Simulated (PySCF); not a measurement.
C₄H₇F. Atoms are numbered in the order given.

```xyz
12

C      1.6861    -0.7406    -0.1997
C      0.6098     0.0266    -0.0169
F      0.5739     0.8837     1.0314
C     -0.6450     0.0838    -0.8302
C     -1.9001    -0.2564    -0.0154
H      2.5383    -0.6800     0.4788
H      1.7248    -1.4368    -1.0375
H     -0.5377    -0.5986    -1.6868
H     -0.7419     1.1055    -1.2395
H     -1.9977     0.4222     0.8449
H     -2.8037    -0.1586    -0.6358
H     -1.8523    -1.2880     0.3668
```

Coordinates come from a TPSSh-D3(BJ)/def2-SVP optimisation. One conformer was computed; it need not be the lowest.

Method: PBE0/pcSseg-1 run with PySCF.

GIAO shieldings, no solvent; atoms listed in one row are averaged. δ = σ(ref) − σ: ¹³C against TMS (σ = 186.3 ppm); ¹⁹F against CFCl3 (σ = 167.2 ppm); ¹H against TMS (σ = 31.56 ppm), references at their B3LYP-D3(BJ)/def2-TZVP geometries, non-relativistic.

Computed chemical shifts:
| nucleus | atoms | count | δ (ppm) |
|---|---|---|---|
| ¹³C | C2 | 1 | 180.9 |
| ¹³C | C1 | 1 | 97.2 |
| ¹³C | C4 | 1 | 32.3 |
| ¹³C | C5 | 1 | 15.8 |
| ¹⁹F | F3 | 1 | -100.4 |
| ¹H | H6 | 1 | 5.01 |
| ¹H | H7 | 1 | 4.73 |
| ¹H | H9 | 1 | 2.54 |
| ¹H | H8 | 1 | 2.23 |
| ¹H | H10, H11, H12 | 3 | 1.46 |
